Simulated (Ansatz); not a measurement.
Cartesian coordinates in Å:
```
C 0.973 -1.006 -0.531
C -0.445 -0.439 -0.552
Zn -0.790 0.972 0.724
O -1.187 2.194 1.958
H 1.230 -1.431 0.443
H 1.096 -1.804 -1.271
H 1.723 -0.243 -0.754
H -0.683 -0.050 -1.547
H -1.174 -1.233 -0.359
H -0.742 3.040 1.891
```

Charge 0, multiplicity 1.

**Question.** List the ωB97M-V/def2-TZVPP orbital energies in eV (Ansatz 0.2.0). (Best estimate.)

**Answer.** Ansatz gave: Occupied: -9465.02, -1156.28, -1016.73, -1016.72, -1016.61, -524.95, -281.20, -281.16, -136.15, -91.54, -91.51, -91.35, -28.94, -23.67, -19.73, -17.35, -16.91, -16.81, -16.80, -16.80, -14.73, -14.29, -14.09, -12.71, -12.01, -11.32, -10.47, -9.84. Lowest empty: 1.10, 1.49, 1.54, 2.67, 4.11, 4.39, 4.41, 4.88.
